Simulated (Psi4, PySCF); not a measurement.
CH3NO2Si, singlet, at a GFN2-xTB geometry. Base run: BHANDHLYP/6-31G, TDDFT run with PySCF.

Here is a job for PySCF.
```python
from pyscf import gto, scf, dft, tdscf

mol = gto.M(
    atom='''
Si   -0.94193951    0.72947217   -0.04036926
O    -2.14117844   -0.17663318   -0.62769316
N     0.49213093   -0.23986759   -0.03649958
C     1.59651689   -0.48434414    0.32268139
O     2.66992678   -0.80185165    0.61350949
H    -0.63565060    1.87403204   -0.89348039
H    -1.37160848    1.02342221    1.31437748
H    -2.05959219   -0.69704790   -1.42284926
''',
    basis='6-31g',
    verbose=4,
)

mf = dft.RKS(mol)
mf.xc = 'bhandhlyp'
mf.kernel()
td = mf.TDDFT()
td.nstates = 5
td.kernel()
td.analyze()
```

Programs used: Psi4, PySCF; a row that names a program was run with it.

Variants of this job, named by their change:

```csv
change,first excitation (eV),oscillator strength of the first,second (eV)
base,7.16,0.001,7.74
basis = def2-SVP,7.46,0.001,7.95
functional = b3lyp,(withheld),0.001,(withheld)
nstates = 2,7.16,0.001,7.74
functional = camb3lyp,(withheld),0.001,(withheld)
code = psi4,7.16,0.001,7.74
functional = wb97x,7.07,0.001,7.69
functional = m062x,(withheld),0.000,(withheld)
guess vectors = 13 for 5 states,7.16,0.001,7.74
functional = hf,7.47,0.000,8.05
```

Question: Complete the blanks.

Answer: 
- functional = b3lyp, first excitation (eV): 6.81
- functional = b3lyp, second (eV): 7.41
- functional = camb3lyp, first excitation (eV): 6.97
- functional = camb3lyp, second (eV): 7.58
- functional = m062x, first excitation (eV): 6.72
- functional = m062x, second (eV): 7.50

An iterative solver can miss low states, so a row lists the states that it found.
